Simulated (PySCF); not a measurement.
Compound: C2H5ClGeS2.
SMILES with atom numbers: `[Cl:1][GeH:2]1[S:3][CH2:4][CH2:5][S:6]1` (hydrogens: H7 on Ge2; H8, H9 on C4; H10, H11 on C5)

Method used: PBE0-D3(BJ)/def2-SVP geometry optimisation, gas phase (PySCF).

Problem. List the bond lengths, angles and torsions at this level.

Solution. 
```json
{"bond": "Cl1–Ge2", "length (Å)": "2.167"}
{"bond": "Ge2–S3, Ge2–S6", "length (Å)": "2.212"}
{"bond": "S3–C4, C5–S6", "length (Å)": "1.833"}
{"bond": "C4–C5", "length (Å)": "1.515"}
{"bond": "Ge2–H7", "length (Å)": "1.532"}
{"bond": "C4–H8, C5–H10", "length (Å)": "1.101"}
{"bond": "C4–H9, C5–H11", "length (Å)": "1.101"}
```

Bonds in one row agree within 0.01 Å and their mean is given. A selection of angles:
```json
{"angle": "Cl1–Ge2–S3", "degrees": "113.6"}
{"angle": "Cl1–Ge2–S6", "degrees": "108.8"}
{"angle": "Cl1–Ge2–H7", "degrees": "105.4"}
{"angle": "S3–Ge2–S6", "degrees": "99.5"}
{"angle": "S3–Ge2–H7", "degrees": "112.6"}
{"angle": "S6–Ge2–H7", "degrees": "117.1"}
{"angle": "Ge2–S3–C4", "degrees": "93.7"}
{"angle": "S3–C4–C5", "degrees": "112.0"}
{"angle": "S3–C4–H8", "degrees": "105.4"}
{"angle": "S3–C4–H9", "degrees": "109.5"}
{"angle": "C5–C4–H8", "degrees": "110.2"}
{"angle": "C5–C4–H9", "degrees": "111.1"}
{"angle": "H8–C4–H9", "degrees": "108.3"}
{"angle": "C4–C5–S6", "degrees": "112.8"}
{"angle": "C4–C5–H10", "degrees": "110.8"}
{"angle": "C4–C5–H11", "degrees": "110.1"}
{"angle": "S6–C5–H10", "degrees": "109.3"}
{"angle": "S6–C5–H11", "degrees": "105.2"}
{"angle": "Ge2–S6–C5", "degrees": "95.4"}
```

Torsions: Cl1–Ge2–S3–C4 -97° (anticlinal); Ge2–S3–C4–C5 -46° (synclinal); S3–C4–C5–S6 61° (synclinal); C4–C5–S6–Ge2 -36° (synclinal); Cl1–Ge2–S6–C5 124° (anticlinal). The mirror-image conformer, all signs reversed, is as good.

S3 (sulfur bonded to C and Ge) is bent (angle 93.7°). The 5-membered ring Ge2–S3–C4–C5–S6 has internal angles of 93.7° to 112.8° (sum 513°, against 540° for a flat polygon); it is puckered, 0.23 Å rms from its mean plane, widest ring torsion 61°. Ge2 (germanium bonded to Cl, 2 S and H) is distorted tetrahedral (angles from 99.5° to 117.1°).

Point group: C1 (no symmetry element, even within 0.4 Å). Not checked by PBE0-D3(BJ)/def2-SVP frequencies. The numbers are those of one conformer.
